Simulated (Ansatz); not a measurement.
Born–Oppenheimer molecular dynamics of C2H9AlClN (14 atoms, charge 0, multiplicity 1). It starts at the highest image of a converged band, a first-order saddle point between two minima.

Method: Ansatz 0.2.0, RKS PBE-D4/6-31G*.

| Quantity | Value |
| --- | --- |
| ensemble | NVE (velocity Verlet) |
| time step | 0.5 fs |
| steps asked | 200 |
| starting velocities drawn for | 100 K |
| seed | 3594 |

First frame:

```xyz
14
Properties=species:S:1:pos:R:3
Al -0.275 0.904 -0.643
N -0.212 0.374 1.189
C 0.022 -0.993 1.662
C 0.003 -0.416 -2.058
Cl -1.537 2.614 -0.902
H 0.949 1.147 0.697
H 1.349 1.600 -0.087
H -0.748 0.933 1.861
H -0.914 -1.578 1.748
H 0.675 -1.521 0.945
H 0.527 -1.006 2.645
H -0.918 -1.000 -2.234
H 0.269 0.072 -3.011
H 0.809 -1.130 -1.812
```

**Question.** What does the run give?

**Answer.** All steps were run.

```
steps done                                               : 200
time covered                                             : 100 fs
mean temperature over the second half                    : 412 K
spread of the potential energy over the second half      : 1.5 meV per atom
mean potential energy of the second half above the start : -34.5 meV per atom
```

The conserved energy stayed within 0.043 meV per atom of its start (net change 0.021 meV per atom), so the integration is sound. The kinetic energy rose, since the run started high on the potential surface and went downhill. It ends in pieces (C2H7AlClN + H2), so much of that is their flight and rotation, not heat. A run of 0.1 ps of so small a system gives no equilibrium averages. The orbitals stay closed-shell, which can raise the energy where a bond breaks towards radicals; this wasn't checked here.

**Question.** What happens to the structure?

**Answer.** Between its relaxed ends the band would form Al1–H7, N2–H6 and break H6–H7. These pairs go: Al1–H7 1.85 → 6.44 Å, N2–H6 1.48 → 6.76 Å, H6–H7 0.99 → 0.75 Å. In the last frame they stand as before the step (other bonds may differ from the relaxed reactants and products). Also parted: Al1–H6 1.83 → 6.30 Å. It ends as C2H7AlClN + H2. Pairs count as bonded within 1.25 times the sum of covalent radii (0.12 Å more for H–H). The details hang on the random start.

**Question.** How do temperature and energy run in time?

**Answer.** 
```tsv
time (fs)	T (K)	potential energy less start (eV)	conserved less start (meV/atom)
0.0	100	0.000	0.00
3.0	70	0.047	0.04
6.0	62	0.059	0.02
9.0	55	0.071	0.03
12.0	66	0.053	0.02
15.0	57	0.068	0.03
18.0	68	0.049	0.04
21.0	121	-0.032	0.02
24.0	178	-0.121	0.03
27.0	235	-0.209	0.01
30.0	274	-0.269	0.03
33.0	327	-0.352	0.00
36.0	324	-0.347	0.03
39.0	328	-0.353	0.02
42.0	333	-0.361	0.04
45.0	375	-0.426	0.01
48.0	394	-0.456	0.02
51.0	404	-0.471	0.03
54.0	416	-0.490	0.02
57.0	420	-0.496	0.02
60.0	412	-0.484	0.02
63.0	399	-0.464	0.04
66.0	424	-0.503	0.02
69.0	433	-0.515	0.03
72.0	431	-0.513	0.02
75.0	417	-0.491	0.03
78.0	421	-0.498	0.02
81.0	411	-0.482	0.02
84.0	395	-0.458	0.03
87.0	400	-0.465	0.03
90.0	419	-0.494	0.02
93.0	419	-0.495	0.02
96.0	392	-0.452	0.03
99.0	380	-0.434	0.02
```

The run took 2.9 min on 2 threads of AMD EPYC 9R45 96-Core Processor (Zen 5), on a shared host, peak memory 0.18 GiB.
